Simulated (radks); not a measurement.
Values are calculated unless marked as measured or tabulated.
Q: All-electron atom: N2+ in [He] 2s2 2p1. Code: a radial shooting solver on a logarithmic mesh with Libxc functionals. Model: scalar-relativistic Kohn-Sham, exchange-only PBE, spin-polarised, spherical densities, point nucleus; open shells are filled with parallel spins first. Some entries of the table are withheld. Estimate them.

orbital  occ.  eigenvalue (hartree)  r(max) (bohr)  <r> (bohr)
1s up       1             -15.55814         0.1482         (1)
1s down     1             -15.52528         0.1481         (2)
2s up       1              -1.81058         0.9507         (3)
2s down     1              -1.71027         0.9597         (4)
2p up       1              -1.38777         0.8507       1.130
2p down     0              -1.28724         0.8638       1.160

A: 
(1) 1s up <r> (bohr): 0.2297
(2) 1s down <r> (bohr): 0.2293
(3) 2s up <r> (bohr): 1.167
(4) 2s down <r> (bohr): 1.187
